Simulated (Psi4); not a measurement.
C$_{3}$H$_{9}$BeNO (SMILES C[O][Be][N](C)C), singlet, at a GFN2-xTB geometry (such geometries of metal compounds can be far from the true shape), atoms displaced at random by about 0.08 Å a coordinate; Psi4 with PBE/STO-3G, gradient.

Input for Psi4:
```
memory 2 GB

molecule {
0 1
Be    0.17755614    0.05007390   -0.33189411
O     0.58454760   -0.46424840   -1.75940864
C     0.97344419   -0.56129581   -2.82656823
H     0.70578065    0.02026646   -3.54258252
H     1.89969599   -0.55099656   -2.85998261
H     0.76320976   -1.82230075   -3.18437984
N    -0.33538643    0.23162085    1.06450336
C    -1.15798853    1.39038225    1.27619007
C    -0.16643517   -0.49757140    2.09775140
H    -2.12039271    1.16739205    1.90852313
H    -0.57759708    2.13968634    2.23729041
H    -1.22665898    1.96767338    0.50612202
H     0.42575246   -0.00593920    3.13793090
H    -1.26447270   -0.96486393    2.68448917
H     0.36471914   -1.40425883    1.92661171
symmetry c1
no_reorient
no_com
}

set {
  basis sto-3g
}

gradient('pbe')
print_variables()
```

It wrote (shortened):

```
gradient() will perform analytic gradient computation.

   => Loading Basis Set <=

    Name: STO-3G
    Role: ORBITAL
    Keyword: BASIS

         ---------------------------------------------------------
                                   SCF
               by Justin Turney, Rob Parrish, Andy Simmonett
                          and Daniel G. A. Smith
                              RKS Reference
         ---------------------------------------------------------

  ==> Geometry <==

    Molecular point group: c1
    Full point group: C1

    Geometry (in Angstrom), charge = 0, multiplicity = 1:

       Center              X                  Y                   Z               Mass
    ------------   -----------------  -----------------  -----------------  -----------------
         BE           0.177556140000     0.050073900000    -0.331894110000     9.012183065000
         O            0.584547600000    -0.464248400000    -1.759408640000    15.994914619570
         C            0.973444190000    -0.561295810000    -2.826568230000    12.000000000000
         H            0.705780650000     0.020266460000    -3.542582520000     1.007825032230
         H            1.899695990000    -0.550996560000    -2.859982610000     1.007825032230
         H            0.763209760000    -1.822300750000    -3.184379840000     1.007825032230
         N           -0.335386430000     0.231620850000     1.064503360000    14.003074004430
         C           -1.157988530000     1.390382250000     1.276190070000    12.000000000000
         C           -0.166435170000    -0.497571400000     2.097751400000    12.000000000000
         H           -2.120392710000     1.167392050000     1.908523130000     1.007825032230
         H           -0.577597080000     2.139686340000     2.237290410000     1.007825032230
         H           -1.226658980000     1.967673380000     0.506122020000     1.007825032230
         H            0.425752460000    -0.005939200000     3.137930900000     1.007825032230
         H           -1.264472700000    -0.964863930000     2.684489170000     1.007825032230
         H            0.364719140000    -1.404258830000     1.926611710000     1.007825032230

  Running in c1 symmetry.

  Rotational constants: A =      0.31970  B =      0.04858  C =      0.04333 [cm^-1]
  Rotational constants: A =   9584.37245  B =   1456.26960  C =   1299.01672 [MHz]
  Nuclear repulsion =  210.477769425512378

  Charge       = 0
  Multiplicity = 1
  Electrons    = 46
  Nalpha       = 23
  Nbeta        = 23

  ==> Algorithm <==

  SCF Algorithm Type is DF.
  DIIS enabled.
  MOM disabled.
  Fractional occupation disabled.
  Guess Type is SAD.
  Energy threshold   = 1.00e-08
  Density threshold  = 1.00e-08
  Integral threshold = 1.00e-12

  ==> Primary Basis <==

  Basis Set: STO-3G
    Blend: STO-3G
    Number of shells: 27
    Number of basis functions: 39
    Number of Cartesian functions: 39
    Spherical Harmonics?: true
    Max angular momentum: 1

  ==> DFT Potential <==

   => LibXC <=

    Version 7.1.2
    S. Lehtola, C. Steigemann, M. J. T. Oliveira, and M. A. L. Marques,  SoftwareX 7, 1–5 (2018) (10.1016/j.softx.2017.11.002)

   => Composite Functional: PBE <=

    PBE GGA Exchange-Correlation Functional

    J.P. Perdew et. al., Phys. Rev. Lett., 77(18), 3865-3868, 1996

    Deriv               =              1
    GGA                 =           TRUE
    Meta                =          FALSE

    Exchange Hybrid     =          FALSE
    MP2 Hybrid          =          FALSE

   => Exchange Functionals <=

    1.0000     XC_GGA_X_PBE

   => Correlation Functionals <=

    1.0000     XC_GGA_C_PBE

   => LibXC Density Thresholds  <==

    XC_GGA_C_PBE:  1.00E-12
    XC_GGA_X_PBE:  1.00E-15

   => Molecular Quadrature <=

    Radial Scheme          =       TREUTLER
    Pruning Scheme         =           NONE
    Nuclear Scheme         =       TREUTLER

    Blocking Scheme        =         OCTREE
    BS radius alpha        =              1
    Pruning alpha          =              1
    Radial Points          =             75
    Spherical Points       =            302
    Total Points           =         319913
    Total Blocks           =           2402
    Max Points             =            256
    Max Functions          =             37
    Weights Tolerance      =       1.00E-15

   => Loading Basis Set <=

    Name: (STO-3G AUX)
    Role: JKFIT
    Keyword: DF_BASIS_SCF

  ==> Integral Setup <==

  SCF_SUBTYPE=INCORE selected. In-core MEM_DF algorithm will be used.
  Using in-core AOs.

  ==> MemDFJK: Density-Fitted J/K Matrices <==

    J tasked:                   Yes
    K tasked:                    No
    wK tasked:                   No
    Algorithm:                 Core
    Schwarz Cutoff:           1E-12
    Mask sparsity (%):       1.0519
    Fitting Condition:        1E-10

   => Auxiliary Basis Set <=

  Basis Set: (STO-3G AUX)
    Blend: DEF2-UNIVERSAL-JKFIT
    Number of shells: 196
    Number of basis functions: 592
    Number of Cartesian functions: 693
    Spherical Harmonics?: true
    Max angular momentum: 4

  Minimum eigenvalue in the overlap matrix is 1.5256774251E-01.
  Reciprocal condition number of the overlap matrix is 5.8749324392E-02.
    Using symmetric orthogonalization.

  ==> Pre-Iterations <==

  SCF Guess: Superposition of Atomic Densities via on-the-fly atomic UHF (no occupation information).

   -------------------------
    Irrep   Nso     Nmo
   -------------------------
     A         39      39
   -------------------------
    Total      39      39
   -------------------------

  ==> Iterations <==

                           Total Energy        Delta E     RMS |[F,P]|

   @DF-RKS iter SAD:  -258.62304039505779   -2.58623e+02   0.00000e+00
   @DF-RKS iter   1:  -260.46141682806314   -1.83838e+00   5.45554e-03 DIIS/ADIIS
   @DF-RKS iter   2:  -260.44510000384662    1.63168e-02   6.84200e-03 DIIS/ADIIS
[...]
  @DF-RKS Final Energy:  -260.48951243355117
    Total Energy =                       -260.4895124335511696
[...]
 Dipole Y            :         -0.8792462            1.2158565            0.3366103
 Dipole Z            :          3.4222582           -3.5017763           -0.0795182
 Magnitude           :                                                    0.3459461

 ------------------------------------------------------------------------------------

         ------------------------------------------------------------
                                   SCF GRAD
                          Rob Parrish, Justin Turney,
                       Andy Simmonett, and Alex Sokolov
         ------------------------------------------------------------

  ==> Geometry <==

    Molecular point group: c1
    Full point group: C1

    Geometry (in Angstrom), charge = 0, multiplicity = 1:

       Center              X                  Y                   Z               Mass
    ------------   -----------------  -----------------  -----------------  -----------------
         BE           0.177556140000     0.050073900000    -0.331894110000     9.012183065000
         O            0.584547600000    -0.464248400000    -1.759408640000    15.994914619570
         C            0.973444190000    -0.561295810000    -2.826568230000    12.000000000000
         H            0.705780650000     0.020266460000    -3.542582520000     1.007825032230
         H            1.899695990000    -0.550996560000    -2.859982610000     1.007825032230
         H            0.763209760000    -1.822300750000    -3.184379840000     1.007825032230
         N           -0.335386430000     0.231620850000     1.064503360000    14.003074004430
         C           -1.157988530000     1.390382250000     1.276190070000    12.000000000000
         C           -0.166435170000    -0.497571400000     2.097751400000    12.000000000000
         H           -2.120392710000     1.167392050000     1.908523130000     1.007825032230
         H           -0.577597080000     2.139686340000     2.237290410000     1.007825032230
         H           -1.226658980000     1.967673380000     0.506122020000     1.007825032230
         H            0.425752460000    -0.005939200000     3.137930900000     1.007825032230
         H           -1.264472700000    -0.964863930000     2.684489170000     1.007825032230
         H            0.364719140000    -1.404258830000     1.926611710000     1.007825032230

  Nuclear repulsion =  210.477769425512378

  ==> Basis Set <==

  Basis Set: STO-3G
    Blend: STO-3G
    Number of shells: 27
    Number of basis functions: 39
    Number of Cartesian functions: 39
    Spherical Harmonics?: true
    Max angular momentum: 1

  ==> DFJKGrad: Density-Fitted SCF Gradients <==

    Gradient:                    1
    J tasked:                  Yes
    K tasked:                   No
    wK tasked:                  No
    Integrals threads:           1
    Schwarz Cutoff:          1E-12
    Fitting Condition:       1E-10

   => Auxiliary Basis Set <=

  Basis Set: (STO-3G AUX)
    Blend: DEF2-UNIVERSAL-JKFIT
    Number of shells: 196
    Number of basis functions: 592
    Number of Cartesian functions: 693
    Spherical Harmonics?: true
    Max angular momentum: 4

  ==> DFT Potential <==

   => LibXC <=

    Version 7.1.2
    S. Lehtola, C. Steigemann, M. J. T. Oliveira, and M. A. L. Marques,  SoftwareX 7, 1–5 (2018) (10.1016/j.softx.2017.11.002)

   => Composite Functional: PBE <=

    PBE GGA Exchange-Correlation Functional

    J.P. Perdew et. al., Phys. Rev. Lett., 77(18), 3865-3868, 1996

    Deriv               =              1
    GGA                 =           TRUE
    Meta                =          FALSE

    Exchange Hybrid     =          FALSE
    MP2 Hybrid          =          FALSE

   => Exchange Functionals <=

    1.0000     XC_GGA_X_PBE

   => Correlation Functionals <=

    1.0000     XC_GGA_C_PBE

   => LibXC Density Thresholds  <==

    XC_GGA_C_PBE:  1.00E-12
    XC_GGA_X_PBE:  1.00E-15

   => Molecular Quadrature <=

    Radial Scheme          =       TREUTLER
    Pruning Scheme         =           NONE
    Nuclear Scheme         =       TREUTLER

    Blocking Scheme        =         OCTREE
    BS radius alpha        =              1
    Pruning alpha          =              1
    Radial Points          =             75
    Spherical Points       =            302
    Total Points           =         319913
    Total Blocks           =           2402
    Max Points             =            256
    Max Functions          =             37
    Weights Tolerance      =       1.00E-15

  -Total Gradient:
     Atom            X                  Y                   Z
    ------   -----------------  -----------------  -----------------
       1       -0.034575929598     0.043546485781     0.112354029046
       2        0.227000947011    -0.105705006046    -0.578662594261
       3       -0.010195249439     0.236380016455     0.306154169898
       4        0.069688605756    -0.104254386026     0.136509301377
       5       -0.249999399752    -0.000086339275     0.027514335156
       6       -0.008270961833    -0.063327116730     0.008348725367
       7        0.023001266966    -0.105019748004     0.172642535509
       8       -0.015679359355     0.009967808523    -0.242549756363
       9        0.015369442595     0.123596874763    -0.288102923747
      10       -0.020187237217    -0.000469632251     0.037723406731
      11        0.030540165626     0.043679781395     0.066012874538
      12        0.023643429075    -0.091986715847     0.128841486291
      13        0.032542017424     0.016681547205     0.062937168974
      14       -0.059886601472    -0.033868351976     0.039105756494
      15       -0.022993138179     0.030885587673     0.011144402039

  Variable Map:
  ----------------------------------------------------------------------------
[...]
  Array Variable Map:
  ----------------------------------------------------------------------------
[...]
[...]
```
